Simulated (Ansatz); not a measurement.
Relaxation of Cl₂Zn (3 atoms, charge 0, multiplicity 1), to a largest force component of 0.02 eV/Å in at most 40 steps.

Computed with Ansatz, RKS LDA/def2-SVP.

```xyz
3
Properties=species:S:1:pos:R:3:forces:R:3
Zn 0.000 0.000 0.000 0.00 0.00 0.00
Cl 0.000 0.000 2.240 0.00 0.00 -2.11
Cl 0.000 0.000 -2.240 0.00 0.00 2.11
```

Problem. Where does it end, and by what steps?

Solution. It converged. After 3 steps the energy has fallen by 0.430 eV; Cl2 moved furthest, 0.18 Å.

```
step  energy less start (eV)  largest force component (eV/Å)  accepted
   0                  0.0000                           2.114       yes
   1                 -0.3955                           0.724       yes
   2                 -0.4245                           0.307       yes
   3                 -0.4295                           0.006       yes
```

```xyz
3
Properties=species:S:1:pos:R:3
Zn 0.000 0.000 0.000
Cl 0.000 0.000 2.063
Cl 0.000 0.000 -2.063
```

Whether the end is a true minimum wasn't checked by a vibrational analysis.

Run time: 7.2 s on 1 thread of Arm Neoverse N1 (shared host), peak memory 0.11 GiB.
